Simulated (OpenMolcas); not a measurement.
## I⁶⁺: from CASSCF to CASPT2

```yaml
Program: OpenMolcas
Basis: ANO-RCC-VQZP [8s7p5d3f2g]
Scalar_Hamiltonian: DKH2, point nucleus
Active_space: 1 electron in 4 orbitals (5s 5p)
State_averaging: 2S+1 = 2 even, 1 root; 2S+1 = 2 odd, 3 roots
Spin-orbit_coupling: RASSI with atomic mean-field integrals over the reference wave functions, term energies averaged over their components
```

Methods on the same reference wave functions:
A. CASSCF
B. SS-CASPT2, IPEA 0.25 Eh, imaginary shift 0.1 Eh (closed shells correlated: 4d)
C. XMS-CASPT2, IPEA 0.25 Eh, imaginary shift 0.1 Eh (closed shells correlated: 4d)

Energies in cm⁻¹ above 5s ²S_1/2, the measured ground level; measured values from Moore, Atomic Energy Levels, vol. III, NSRDS-NBS 35 (1971 reprint of NBS Circular 467, 1958).

| Level | A | B | C | Measured |
| --- | --- | --- | --- | --- |
| 5s ²S_1/2 | 0.0 | 0.0 | 0.0 | 0.0 |
| 5p ²P°_1/2 | 104388 | 106792 | 106382 | 104960 |
| 5p ²P°_3/2 | 116962 | 119366 | 118957 | 119960 |

Deviations, from unrounded energies. A percentage is the sum of absolute deviations over the sum of measured energies, with the sign that they share, or ± where signs differ.

| Against measurement | Levels | A | B | C |
| --- | --- | --- | --- | --- |
| mean absolute deviation (cm-1) | 2 | 1800 | 1200 | 1200 |
| other configurations (%) | 2 | -1.6 | ±1.1 | ±1.1 |

B, C lie about equally close to measurement and A furthest from it. The largest miss of B in the table is 5p ²P°_1/2, by +1800 cm-1. The ranking rests on the paired levels alone, and a cruder setting can come out closer through cancelling errors.

Between B and C the level of the table that moves most is 5p ²P°_1/2, by 410 cm-1 (lowest in C, highest in B).

The two smallest mean deviations differ by little beside CASPT2's spread within terms, so their order carries little weight.

The lowest spin-free term lies below A's lowest term by 0.411 hartree in B, 0.411 hartree in C.

With one active electron the reference holds no correlation, so core polarisation is missing (holds for A). With one active electron, CASPT2 adds the correlation within the correlated inactive shells and between them and that electron, and leaves the splitting within a term as the reference gives it (holds for B; C). Computed and measured levels are paired by configuration, term and J; levels that our copy of the source lacks, or whose pairing is in doubt (as where it misses far off the trend of its configuration), stay unpaired and out of the deviations. Levels of configurations outside the active space are missing.

° marks odd parity.
